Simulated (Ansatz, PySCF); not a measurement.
Reaction R1 + 4 R2 + R3 → 2 P1 + P2 + 2 P3, each structure at its B3LYP-D3(BJ)/def2-TZVP stationary point, reached from a drawn start (curvature not checked).
R1: C4H4O (SMILES c1ccoc1), charge 0, multiplicity 1.
P1, C2H4 (SMILES C=C) (charge 0, multiplicity 1, Z-matrix in Å and degrees):
```
C
C 1 1.3246
H 1 1.0833 2 121.71
H 1 1.0833 3 116.57 2 180.00
H 2 1.0833 1 121.71 3 0.00
H 2 1.0833 5 116.57 1 180.00
```
P2, C2H6 (SMILES CC) (charge 0, multiplicity 1):
```xyz
8

C      0.0000     0.0000     0.7631
C      0.0000     0.0000    -0.7631
H      0.0000     1.0171     1.1602
H     -0.8808    -0.5086     1.1602
H      0.8808    -0.5086     1.1602
H      0.0000    -1.0171    -1.1602
H     -0.8808     0.5086    -1.1602
H      0.8808     0.5086    -1.1602
```
P3: CH4O (SMILES CO), charge 0, multiplicity 1.
R2: CH4 (SMILES C), charge 0, multiplicity 1.
R3: H2O (SMILES O), charge 0, multiplicity 1.

P less R. No zero-point or thermal terms.

Frozen-core correlation throughout.

Codes used: Ansatz (a quantum-chemistry and plane-wave program) with Gaussian orbitals; PySCF for the D3/D4 terms. All values are computed, each at the level named.

PBE/def2-TZVPP gives 46.23 kcal/mol for the reaction energy.

Task: Predict the shift from PBE, with its sign, for: PBE-D3(BJ)/def2-TZVPP, r2SCAN/def2-TZVPP, PBE0/def2-TZVPP, wB97M-V/def2-TZVPP, B2PLYP/def2-TZVPP, MP2/cc-pVQZ, CCSD(T)/cc-pVQZ.

Result: PBE-D3(BJ)/def2-TZVPP -0.18; r2SCAN/def2-TZVPP 1.09; PBE0/def2-TZVPP -1.83; wB97M-V/def2-TZVPP -3.77; B2PLYP/def2-TZVPP -2.99; MP2/cc-pVQZ 2.54; CCSD(T)/cc-pVQZ -4.78 kcal/mol. 2 of 7 lie above PBE; the widest gap is to CCSD(T)/cc-pVQZ.
